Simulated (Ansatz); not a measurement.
Species: TiF3 (charge 0, doublet). SMILES: [F][Ti]([F])[F]
Geometry: optimised at B3LYP-D3(BJ)/def2-TZVP (Ansatz, a quantum-chemistry and plane-wave program).

Wanted: vertical electron affinity to the singlet, in eV. Terms: six Cartesian d functions in 6-31G* and its kin unless marked 5d; non-relativistic; no dispersion term unless named; LANL2DZ with its own core potentials from Na on; each state is the SCF solution reached for its charge and spin; open shells spin-unrestricted; spin-orbit terms left out. First-principles rows: single points at B3LYP-D3(BJ) geometries (Ansatz).

```tsv
level	program	vertical electron affinity to the singlet (eV)
B3LYP/STO-3G	Ansatz	-4.65
B3LYP/3-21G	Ansatz	0.13
B3LYP/6-31G*	Ansatz	0.35
B3LYP/6-31G* with LANL2DZ past Ar	Ansatz	0.82
B3LYP/def2-TZVPD	Ansatz	0.96
```

No value to compare with is used here. The 4 habitual levels span -4.65 (B3LYP/STO-3G) to 0.82 eV (B3LYP/6-31G* with LANL2DZ past Ar); B3LYP/def2-TZVPD gives 0.96.

The sets are all those run for this method; left out are runs that failed, that the program found above a lower state of the same kind, or whose <S^2> lies over 0.5 above the pure value.
